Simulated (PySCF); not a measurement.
# Correlation energy of Cl²⁺ (chlorine, charge +2)

[Ne] 3s1 3p3 4s1, high-spin 6S determinant (an excited configuration). Computed with PySCF 2.14 in aug-cc-pVDZ-DK (5s4p2d, 27 functions), with the spin-free X2C one-electron Hamiltonian (Gaussian nucleus). Frozen: [Ne]; 5 electrons correlated.

| level | correlation energy (mhartree) |
| --- | --- |
| CCSD | -35.01 |
| (T) | -0.16 |
| CCSD(T) | -35.17 |
| CCSDT | -35.22 |

Diagnostics: T1 = 0.0044, D1 = 0.0132, largest double amplitude 0.038.

Problem. Is a single reference adequate?

Solution. Yes: T1 lies below 0.03 and no double amplitude reaches 0.07.
